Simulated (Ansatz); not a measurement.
A made-up structure of CH3Se, doublet:

```json
{"atom": "C1", "x (Å)": "-0.0978", "y (Å)": "-0.1108", "z (Å)": "0.0871"}
{"atom": "Se2", "x (Å)": "1.1681", "y (Å)": "1.0672", "z (Å)": "-0.7758"}
{"atom": "H3", "x (Å)": "0.1744", "y (Å)": "-1.1528", "z (Å)": "-0.0700"}
{"atom": "H4", "x (Å)": "2.2454", "y (Å)": "1.4820", "z (Å)": "-1.7492"}
{"atom": "H5", "x (Å)": "-1.0643", "y (Å)": "0.0753", "z (Å)": "-0.3887"}
```

It is relaxed with PBE-D4/def2-SVP and then PBE0-D4/def2-TZVP (Ansatz 0.2.0). Atoms count as bonded within 1.22 times the sum of their covalent radii (H–H: 0.88 Å). The end point is not checked to be a true minimum.

Problem. Does its bonding change? (A judgement: the text doesn't fix the answer.)

Solution. The calculation gives: No: no bond forms or breaks.

Where it ends: The first stage lowers the energy by 2.26 eV in 8 steps. It ends as CH₃Se ([CH2][SeH]):
C1  (-0.014, -0.038, -0.356)
Se2  (0.877, 1.496, -0.876)
H3  (0.459, -1.006, -0.409)
H4  (2.124, 0.830, -1.270)
H5  (-1.021, 0.079, 0.014)
(Å)

Labels in which every atom is bracketed show which atoms are joined, not bond orders.

For scale, one of the runs: PBE0-D4/def2-TZVP relaxation, 97 basis functions, launched by `ansatz run in.yaml --threads 2 --pin off --events-out ev --progress --plain --max-ram 4352MiB`. Hardware: 2 CPU threads of an Intel Xeon 6975P-C, shared host. Wall time about 12 s.
